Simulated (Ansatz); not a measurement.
Molecule: C$_{2}$H$_{6}$BO (charge 0, doublet). It need not be the lowest isomer of its formula. 
Coordinates optimised at B3LYP-D3(BJ)/def2-TZVP (Ansatz, an electronic-structure program):
```xyz
10

B      0.0176     0.0472    -0.0069
C      1.5352    -0.2345    -0.0135
C     -1.0479    -1.0933     0.1788
O     -0.4483     1.3287    -0.1666
H      1.9466    -1.2306     0.1092
H      2.2888     0.5391    -0.1404
H     -2.0722    -0.7198     0.1584
H     -0.9440    -1.8534    -0.6026
H     -0.8931    -1.6194     1.1266
H      0.2482     1.9848    -0.2759
```
Charge 0, spin multiplicity 2.

Total electronic energies in hartree. Valence correlation only, unless marked. Open shells are spin-unrestricted. No spin-orbit coupling. Non-relativistic. CBS(X,Y): correlation extrapolated as X^-3; Hartree-Fock from the larger set. [CCSD(T)-MP2]/basis is that difference in the basis named.

```
level                                                     program  energy (Eh)
-------------------------------------------------  --------------  -----------
HF/cc-pVTZ                                                 Ansatz   -178.87638
PBE/def2-TZVPD                                             Ansatz   -179.73897
PBE-D3(BJ)/def2-TZVPD                              Ansatz + dftd3   -179.74463
BLYP-D4/def2-TZVPD                                 Ansatz + dftd4   -179.91858
revPBE-D3(BJ)/def2-TZVPD                           Ansatz + dftd3   -179.93584
r2SCAN/def2-TZVPD                                          Ansatz   -179.87647
r2SCAN-D3(BJ)/def2-TZVPD                           Ansatz + dftd3   -179.87803
B3LYP-D4/def2-TZVPD                                Ansatz + dftd4   -180.00039
PBE0/STO-3G                                                Ansatz   -177.39826
PBE0/def2-TZVP                                             Ansatz          ___
BHLYP-D4/def2-TZVPD                                Ansatz + dftd4   -179.88916
r2SCANh-D4/def2-TZVPD                              Ansatz + dftd4   -179.87069
r2SCANh/def2-TZVPD                                         Ansatz   -179.86932
HSE06-D3(BJ)/def2-TZVPD                            Ansatz + dftd3          ___
CAM-B3LYP-D4/def2-TZVPD                            Ansatz + dftd4   -179.89651
wB97X-V/def2-TZVPD                                         Ansatz   -179.92155
B2GP-PLYP-D4/def2-TZVPD                            Ansatz + dftd4   -179.78915
B2PLYP-D4/def2-TZVPD                               Ansatz + dftd4   -179.82679
MP2/cc-pVTZ                                                Ansatz   -179.53719
SCS-MP2/cc-pVTZ                                            Ansatz   -179.53718
CCSD(T)/STO-3G                                             Ansatz   -176.76018
CCSD(T)/6-31G                                              Ansatz   -179.11259
RI-MP2/CBS(cc-pVTZ,cc-pVQZ)+[CCSD(T)-MP2]/cc-pVTZ          Ansatz    -179.6927
```

### Question
Complete the blanks.

### Answer

- PBE0/def2-TZVP, energy (Eh): -179.76128
- HSE06-D3(BJ)/def2-TZVPD, energy (Eh): -179.75553
